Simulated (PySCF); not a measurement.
Compound: CH₅BFNO.
SMILES with atom numbers: `[NH2:1][BH:2][O:3][CH2:4][F:5]` (hydrogens: H6, H7 on N1; H8 on B2; H9, H10 on C4)

Geometry (PBE0-D3(BJ)/def2-SVP, Å), atoms numbered from 1 in this order:
```
atom  x, y, z in Å
N1    -1.297    0.329   -0.465
B2    -0.898   -0.629    0.471
O3     0.419   -0.796    0.854
C4     1.396    0.091    0.501
F5     1.514    0.199   -0.865
H6    -2.266    0.444   -0.725
H7    -0.644    0.853   -1.033
H8    -1.708   -1.347    1.008
H9     1.178    1.107    0.883
H10    2.359   -0.272    0.892
```

Method used: PySCF, PBE0-D3(BJ)/def2-SVP geometry optimisation, gas phase.

Masses are those of the commonest isotopes; rigid-rotor values at the optimised geometry. The values belong to one conformer with, in the numbering `[NH2:1][BH:2][O:3][CH2:4][F:5]`, N1–B2–O3–C4 10°, B2–O3–C4–F5 -60°.

(1) Give the principal moments of inertia and the rotational constants in GHz.

(2) What kind of rotor is it?

(3) Is it planar, by Δ = Ic − Ia − Ib?

(4) Where do the levels up to J = 2 lie, in cm⁻¹?

(5) Which lines would a microwave search look for?

(6) Estimate the classical rotational partition function at 25 K, 50 K and 500 K.

## Answers

(1) Ia = 57.36, Ib = 118.21, Ic = 162.53 u·Å²; 505379 MHz·u·Å²/I gives 8811, 4275 and 3110 MHz, that is A = 8.8112, B = 4.2752, C = 3.1095 GHz.

(2) An asymmetric top: κ = (2 × 4275 − 8811 − 3110)/(8811 − 3110) = -0.59.

(3) Not planar: Δ = Ic − Ia − Ib = -13.04 u·Å². For a rigid frame Δ = −2 Σ m c², so Σ m c² = 6.52 u·Å² lies off the ab plane: 2.53 from hydrogen and 3.99 from heavier atoms. The atom farthest from that plane is 1.46 Å away.

(4) Above 0(0,0):
J = 1: 1(0,1) 0.2463, 1(1,1) 0.3976, 1(1,0) 0.4365
J = 2: 2(0,2) 0.7324, 2(1,2) 0.8514, 2(1,1) 0.9680, 2(2,1) 1.4220, 2(2,0) 1.4285
The levels of one J sum to (2J + 1)J(J + 1)(A + B + C)/3.

(5) The dipole components are |μa| = 0.21 D, |μb| = 1.28 D, |μc| = 1.41 D. Intensities carry the squares of the components, which stand as 0.02 : 0.82 : 1.00 (a : b : c). Some lines, for components of 0.1 D or more:

```json
{"type": "a", "branch": "Q", "J(Ka,Kc)": "3(2,1) ← 3(2,2)", "MHz": "951", "lower level (cm⁻¹)": "2.161"}
{"type": "c", "branch": "Q", "J(Ka,Kc)": "1(1,1) ← 1(0,1)", "MHz": "4536", "lower level (cm⁻¹)": "0.246"}
{"type": "b", "branch": "Q", "J(Ka,Kc)": "1(1,0) ← 1(0,1)", "MHz": "5702", "lower level (cm⁻¹)": "0.246"}
{"type": "a", "branch": "Q", "J(Ka,Kc)": "3(1,2) ← 3(1,3)", "MHz": "6973", "lower level (cm⁻¹)": "1.528"}
{"type": "b", "branch": "Q", "J(Ka,Kc)": "2(1,1) ← 2(0,2)", "MHz": "7064", "lower level (cm⁻¹)": "0.732"}
{"type": "a", "branch": "R", "J(Ka,Kc)": "1(0,1) ← 0(0,0)", "MHz": "7385", "lower level (cm⁻¹)": "0.000"}
{"type": "b", "branch": "Q", "J(Ka,Kc)": "3(1,2) ← 3(0,3)", "MHz": "9431", "lower level (cm⁻¹)": "1.446"}
{"type": "b", "branch": "R", "J(Ka,Kc)": "3(1,2) ← 2(2,1)", "MHz": "10159", "lower level (cm⁻¹)": "1.422"}
{"type": "b", "branch": "Q", "J(Ka,Kc)": "3(2,1) ← 3(1,2)", "MHz": "12946", "lower level (cm⁻¹)": "1.761"}
{"type": "c", "branch": "Q", "J(Ka,Kc)": "2(2,1) ← 2(1,1)", "MHz": "13608", "lower level (cm⁻¹)": "0.968"}
{"type": "b", "branch": "Q", "J(Ka,Kc)": "2(2,0) ← 2(1,1)", "MHz": "13805", "lower level (cm⁻¹)": "0.968"}
{"type": "a", "branch": "R", "J(Ka,Kc)": "2(0,2) ← 1(0,1)", "MHz": "14572", "lower level (cm⁻¹)": "0.246"}
{"type": "b", "branch": "R", "J(Ka,Kc)": "2(1,2) ← 1(0,1)", "MHz": "18140", "lower level (cm⁻¹)": "0.246"}
{"type": "a", "branch": "R", "J(Ka,Kc)": "3(0,3) ← 2(0,2)", "MHz": "21400", "lower level (cm⁻¹)": "0.732"}
{"type": "c", "branch": "R", "J(Ka,Kc)": "2(1,1) ← 1(0,1)", "MHz": "21637", "lower level (cm⁻¹)": "0.246"}
{"type": "c", "branch": "Q", "J(Ka,Kc)": "3(3,1) ← 3(2,1)", "MHz": "24757", "lower level (cm⁻¹)": "2.193"}
{"type": "c", "branch": "R", "J(Ka,Kc)": "2(2,0) ← 1(1,0)", "MHz": "29740", "lower level (cm⁻¹)": "0.437"}
{"type": "c", "branch": "R", "J(Ka,Kc)": "2(2,1) ← 1(1,1)", "MHz": "30709", "lower level (cm⁻¹)": "0.398"}
{"type": "c", "branch": "R", "J(Ka,Kc)": "3(2,2) ← 2(1,2)", "MHz": "39259", "lower level (cm⁻¹)": "0.851"}
{"type": "b", "branch": "R", "J(Ka,Kc)": "3(2,1) ← 2(1,2)", "MHz": "40210", "lower level (cm⁻¹)": "0.851"}
{"type": "c", "branch": "R", "J(Ka,Kc)": "3(3,0) ← 2(2,0)", "MHz": "47687", "lower level (cm⁻¹)": "1.429"}
{"type": "c", "branch": "R", "J(Ka,Kc)": "3(3,1) ← 2(2,1)", "MHz": "47863", "lower level (cm⁻¹)": "1.422"}
{"type": "b", "branch": "R", "J(Ka,Kc)": "3(3,0) ← 2(2,1)", "MHz": "47884", "lower level (cm⁻¹)": "1.422"}
```

(6) Point group C1, symmetry number σ = 1; q = (√π/σ)·√((kT/h)³/(ABC)), k/h = 20836.6 MHz/K: 1950 at 25 K, 5510 at 50 K, 174000 at 500 K.

No PBE0-D3(BJ)/def2-SVP frequencies stand behind this structure, so it isn't proved a minimum. These are rigid-rotor constants of the computed structure; measured ground-state constants (B0) also hold zero-point vibration. Quadrupole hyperfine structure (11B, 14N) is left out.
